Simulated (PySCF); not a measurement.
# The electron affinity along the 4p block

Calculated with PySCF 2.14 from differences of total energies of unrestricted determinants, without spin-orbit coupling. Values in eV. The last column holds reference values (measured affinities from photodetachment; the arrow runs from anion to atom). Unmarked ones compare directly (S terms, centres of terms, or small fine structure); those marked * lie between the lowest fine-structure levels and include a spin-orbit shift.

| element | configurations | UHF | SCS-MP2 (valence and next inner shell) | CCSD (valence and next inner shell) | CCSD(T) (valence and next inner shell) | MP2 (valence) | SCS-MP2 (valence) | reference |
| --- | --- | --- | --- | --- | --- | --- | --- | --- |
| Ga (def2-TZVPPD, non-relativistic) | [Ar] 3d10 4s2 4p2 → [Ar] 3d10 4s2 4p1 | -0.416 | -0.186 | -0.092 | -0.063 | -0.128 | -0.199 | 0.301 * |
| Ge (def2-TZVPPD, non-relativistic) | [Ar] 3d10 4s2 4p3 → [Ar] 3d10 4s2 4p2 | 0.531 | 0.849 | 0.944 | 0.978 | 0.958 | 0.823 | 1.233 * |
| Se (def2-TZVPPD, non-relativistic) | [Ar] 3d10 4s2 4p5 → [Ar] 3d10 4s2 4p4 | 0.982 | 1.856 | 1.828 | 1.893 | 1.844 | 1.838 | 2.021 * |
| Br (def2-TZVPPD, non-relativistic) | [Kr] → [Ar] 3d10 4s2 4p5 | 2.409 | 3.345 | 3.274 | 3.342 | 3.405 | 3.324 | 3.364 * |

Question: Fill in the row of As (def2-TZVPPD, non-relativistic) ([Ar] 3d10 4s2 4p4 → [Ar] 3d10 4s2 4p3).

Answer: UHF -0.703; SCS-MP2 (valence and next inner shell) 0.005; CCSD (valence and next inner shell) 0.049; CCSD(T) (valence and next inner shell) 0.086; MP2 (valence) -0.074; SCS-MP2 (valence) -0.011; reference 0.804 * (eV).

The highest occupied level of the anion is positive for Ga⁻ at UHF, so there the basis helps to hold the electron.

"Valence" correlates the outer s and p shells and, in groups 3 to 12 and the f block, the outer d or f shell, open or full, or the next shell where the ion has no valence electron left; the wider scheme adds the next inner shell.
